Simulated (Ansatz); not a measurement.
Cost and result for the atomization energy of CH4AlBOS (9 atoms, 9 bonds).

```xyz
9

B    -1.334    0.206   -1.519
C    -0.334    0.038   -0.346
O    -0.534   -0.503    0.783
S     1.205    0.686   -0.695
Al    1.187   -0.250    1.510
H    -1.381   -0.637   -2.360
H    -1.977    1.206   -1.590
H     1.986   -1.610    1.587
H     1.181    0.865    2.630
```

The species carries charge 0 and has multiplicity 1. The bonds changed during the relaxation, so this is another structure than the one it started from. The structure was optimised at the PBE0-D4/def2-TZVP level. Program: Ansatz. All runs use 2 threads of an Intel Xeon 6975P-C on a shared host. Times are those of one run each, without the atoms' runs, and a repeat can differ threefold. Electronic energies, without spin–orbit coupling; frozen cores. CCSD(T)/CBS adds CCSD(T) − MP2 in def2-TZVPP to the MP2 limit, and its time is that of the two runs behind it. T1 = 0.019. B3LYP takes the VWN-RPA correlation (the form of Gaussian; ORCA's B3LYP/G).

CCSD(T)/CBS is a level of theory with its own doubt, some kJ/mol a heavy atom from the limit and from the frozen cores, so smaller differences don't rank the functionals.

| level | functions | wall time |
| --- | --- | --- |
| revPBE-D4/def2-TZVPP | 233 | 1.8 s |
| BLYP-D4/def2-TZVPP | 233 | 2 s |
| PBE-D4/def2-TZVPP (with forces) | 233 | 2.2 s |
| CCSD(T)/def2-SVP | 98 | 3.2 s |
| CAM-B3LYP-D4/def2-TZVPP | 233 | 3.3 s |
| r2SCAN-D4/def2-TZVPP (with forces) | 233 | 4 s |
| B3LYP-D4/def2-TZVPP (with forces) | 233 | 4.2 s |
| r2SCANh-D4/def2-TZVPP | 233 | 4.2 s |
| PBE-QIDH/def2-TZVPP | 233 | 5.5 s |
| ωB97X-V/def2-TZVPP | 233 | 7 s |
| MP2/def2-QZVPP | 431 | 19 s |
| CCSD(T)/def2-TZVPP | 233 | 110 s |
| CCSD(T)/CBS(def2) | – | 2.2 min |

Task: What atomization energy does each give, and how far from CCSD(T)/CBS? (Estimate.)

Result: Computed: 
```tsv
level	atomization (kJ/mol)	difference from CCSD(T)/CBS	per bond
revPBE-D4/def2-TZVPP	3205.3	8.6	0.9
BLYP-D4/def2-TZVPP	3211.8	15.1	1.7
PBE-D4/def2-TZVPP (with forces)	3286.8	90.1	10.0
CCSD(T)/def2-SVP	3019.0	-177.7	-19.7
CAM-B3LYP-D4/def2-TZVPP	3211.4	14.7	1.6
r2SCAN-D4/def2-TZVPP (with forces)	3248.8	52.1	5.8
B3LYP-D4/def2-TZVPP (with forces)	3204.4	7.7	0.8
r2SCANh-D4/def2-TZVPP	3218.7	22.0	2.4
PBE-QIDH/def2-TZVPP	3187.6	-9.1	-1.0
ωB97X-V/def2-TZVPP	3222.5	25.8	2.9
MP2/def2-QZVPP	3242.8	46.1	5.1
CCSD(T)/def2-TZVPP	3107.1	-89.6	-10.0
CCSD(T)/CBS(def2)	3196.7	0.0	0.0
```

At CCSD(T), def2-SVP lies −177.7 kJ/mol from the extrapolated value and def2-TZVPP −89.6 kJ/mol: correlation converges slowly with the basis, and small sets miss more of it in the bonded molecule than in its fragments. The D4 term adds +35.9 kJ/mol with B3LYP and +18.6 kJ/mol with PBE0; it sums over pairs of atoms, weighted by their polarisabilities, and B3LYP, whose exchange is more repulsive, gets the larger term. From PBE to PBE0 (25 % exact exchange), in def2-TZVPP and without D4, the atomization energy moves by −70.2 kJ/mol: exact exchange takes away binding that semilocal exchange gives to molecules.
